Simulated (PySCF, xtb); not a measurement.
Cl3H3OSi2, SMILES Cl[SiH2]O[SiH](Cl)Cl. One conformer was computed; it need not be the lowest.

Harmonic wavenumbers (cm⁻¹) from GFN2-xTB in xtb 6.7.1 at its own minimum, in rising order: 5, 14, 21, 118, 171, 190, 253, 452, 501, 521, 552, 587, 609, 630, 688, 735, 774, 1107, 2311, 2335, 2362.

Task: What does PBE-D3(BJ)/def2-SVP (PySCF) give at its own minimum? (The exact figures need the calculation; the answer reports its results.)

Result: 11, 28, 72, 146, 176, 298, 306, 491, 540, 582, 609, 642, 714, 786, 804, 889, 924, 1045, 2203, 2228, 2260. Paired by order, the mean absolute difference is 75 cm⁻¹ and the zero-point energies are 21.4 and 22.5 kcal/mol.
